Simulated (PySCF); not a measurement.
C₄H₉ClO₃Si.
Z-matrix (Å and degrees, GFN2-xTB geometry), rows numbered from 1:
```
Cl
C   1  1.7711
Si  2  1.8944  1  109.35
O   3  1.6263  2  103.41  1   129.04
C   4  1.3986  3  125.06  2   167.69
C   5  1.5293  4  111.63  3   -45.54
O   6  1.4180  5  110.89  4    65.31
C   7  1.3867  6  115.65  5  -105.30
O   8  1.3876  7  113.58  6    65.86
H   2  1.0861  1  106.30  3  -122.19
H   2  1.0856  1  106.36  3   121.36
H   3  1.4598  2  113.63  1     8.04
H   5  1.0948  4  109.39  3    74.99
H   5  1.0934  4  107.52  3  -166.10
H   6  1.0943  5  109.33  4   -56.60
H   6  1.0946  5  109.46  4  -176.61
H   8  1.0964  7  105.26  6  -174.21
H   8  1.1028  7  111.51  6   -55.42
```

Probes without a nucleus sit at each ring's centroid and 1 Å off its mean plane on both sides; NICS is minus the shielding there, NICSzz its component along the normal. Level: GIAO PBE0/pcSseg-1 (PySCF, non-relativistic, gas phase) on the GFN2-xTB geometry, one conformer.

Ring bond lengths (Å), with Mayer bond orders in brackets: Si3–O4 1.626 (1.00), O4–C5 1.399 (0.89), C5–C6 1.529 (1.03), C6–O7 1.418 (0.89), O7–C8 1.387 (0.97), C8–O9 1.388 (0.91), O9–Si3 1.635 (0.96).

**Question.** Give the NICS values of each ring in ppm.

**Answer.** 
```json
{"ring": "Si3–O4–C5–C6–O7–C8–O9", "type": "7-membered ring with 3 O and Si; formal bonds all single", "NICS(0)": "-3.6", "NICS(1), two faces": "-3.0 / -1.8", "NICS(1)zz, two faces": "0.1 / 1.7", "rms pucker (Å)": "0.29", "centre to ring atoms, mean (Å)": "1.61"}
```

**Question.** What do they say, and how far can they be read as aromaticity?

**Answer.** 
- Si3–O4–C5–C6–O7–C8–O9: mean NICS(1)zz 0.9 ppm, near zero. Si3, C5, C6, C8 have four or more neighbours, so the value isn't read as a sign of a π ring current.

**Question.** What is the mean of the two in-plane components of NICS at the second NICS(1) probe listed for ring Si3–O4–C5–C6–O7–C8–O9, 1 Å off the ring?

**Answer.** The isotropic value is a third of the trace: (3 × -1.8 − (1.7))/2 = -3.6 ppm.

**Question.** What are the shieldings of the ring atoms and their hydrogens in the same run (means over atoms taken as equivalent)?

**Answer.** 
```csv
atoms,environment,σ isotropic (ppm),"principal values of the symmetric part, first atom (ppm)"
Si3,oxygen-bound silicon,363.4,"350.6, 350.9, 388.7"
O4,silyl ether oxygen,267.6,"218.4, 264.6, 319.9"
C5,sp3 carbon bound to oxygen,117.5,"93.0, 110.0, 149.5"
C6,sp3 carbon bound to oxygen,109.9,"77.5, 102.7, 149.4"
O7,cyclic ether oxygen,237.3,"162.6, 272.5, 276.9"
C8,sp3 carbon bearing two oxygens,91.0,"70.6, 89.9, 112.5"
O9,silyl ether oxygen,219.5,"130.8, 214.5, 313.1"
H12,Si–H hydrogen,26.68,"23.3, 25.6, 31.1"
H13,methylene hydrogen,27.50,"22.7, 26.2, 33.6"
H14,methylene hydrogen,27.70,"22.6, 26.8, 33.7"
H15,methylene hydrogen,28.09,"24.5, 26.8, 33.0"
H16,methylene hydrogen,27.48,"22.3, 26.7, 33.4"
H17,methylene hydrogen,26.20,"21.4, 25.9, 31.3"
H18,methylene hydrogen,26.74,"21.4, 26.4, 32.5"
```

The list is cut; further classes of hydrogen are left out.
